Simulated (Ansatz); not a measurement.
Computed with Ansatz on PBE0-D4/def2-TZVP structures; ΔE is electronic, products minus reactants. CCSD(T)/CBS adds triple-zeta CCSD(T) − MP2 to the extrapolated MP2 energy (def2 sets, frozen cores). This one scheme is used for every species. Functionals use def2-TZVPP. B3LYP here is the variant with VWN-RPA as its local correlation; programs differ in this. Each species was taken in one conformer, which may not be the lowest.

`CC([SiH3])C=N` + H₂ → `CC[SiH3]` + `C=N`  (hydrogenolysis of a C–C bond)

`CC([SiH3])C=N`:

Z-matrix (Å, degrees):
```
C
C 1 1.529
H 1 1.093 2 111.2
H 1 1.094 2 111.1 3 -119.8
H 1 1.092 2 111.4 3 120.4
Si 2 1.897 1 110.8 3 -177.6
C 2 1.495 1 112.2 3 61.1
H 2 1.097 1 110.3 3 -60.2
H 6 1.487 2 109.5 1 -65.0
H 6 1.485 2 110.2 1 174.6
H 6 1.488 2 109.1 1 54.2
N 7 1.265 2 128.7 1 -139.8
H 7 1.097 2 114.7 1 41.6
H 12 1.023 7 110.8 2 1.4
```

H₂:

```xyz
2

H    -0.292    0.232   -0.009
H     0.292   -0.232    0.009
```

`CC[SiH3]`:

```xyz
11

C     0.989   -0.475    0.903
C    -0.449   -0.110    0.544
Si   -0.640    0.522   -1.213
H     1.067   -0.839    1.930
H     1.655    0.386    0.808
H     1.376   -1.259    0.247
H    -0.830    0.659    1.225
H    -1.107   -0.976    0.668
H    -0.192   -0.511   -2.187
H     0.190    1.741   -1.419
H    -2.059    0.863   -1.507
```

`C=N`:

```xyz
5

C     0.086    0.337   -0.177
N    -0.724   -0.499    0.307
H     1.175    0.215   -0.198
H    -0.306    1.258   -0.614
H    -0.231   -1.311    0.681
```

| level | ΔE (kcal/mol) | difference from CCSD(T)/CBS |
| --- | --- | --- |
| PBE-D4 | -6.9 | 1.5 |
| r2SCAN-D4 | -7.3 | 1.1 |
| PBE0-D4 | -8.1 | 0.3 |
| B3LYP-D4 | -8.7 | -0.3 |
| ωB97X-V | -8.8 | -0.4 |
| ωB97M-V | -8.7 | -0.3 |
| B2PLYP | -10.2 | -1.8 |
| PBE | -9.0 | -0.6 |
| r2SCAN | -7.9 | 0.5 |
| PBE0 | -9.8 | -1.4 |
| B3LYP | -11.9 | -3.5 |
| HF/def2-TZVPP | -15.3 | -6.9 |
| MP2/def2-TZVPP | -6.8 | 1.6 |
| SCS-MP2/def2-TZVPP | -8.8 | -0.4 |
| CCSD/def2-TZVPP | -10.3 | -1.9 |
| CCSD(T)/def2-TZVPP | -8.8 | -0.4 |
| HF/def2-QZVPP | -15.3 | -6.9 |
| MP2/def2-QZVPP | -6.6 | 1.8 |
| SCS-MP2/def2-QZVPP | -8.6 | -0.2 |
| HF/CBS(def2) | -15.3 | -6.9 |
| MP2/CBS(def2) | -6.5 | 1.9 |
| CCSD/CBS(def2) | -9.9 | -1.5 |
| CCSD(T)/CBS | -8.4 | 0 |

Largest T1 diagnostic among the species: 0.012.

In def2-TZVPP, CCSD(T) changes the Hartree–Fock value by +6.5 kcal/mol (the triples alone add +1.5 kcal/mol) and MP2 by +8.4 kcal/mol. The D4 term adds +3.2 kcal/mol with B3LYP and +1.8 kcal/mol with PBE0; it sums over pairs of atoms, weighted by their polarisabilities, and B3LYP, whose exchange is more repulsive, gets the larger term.
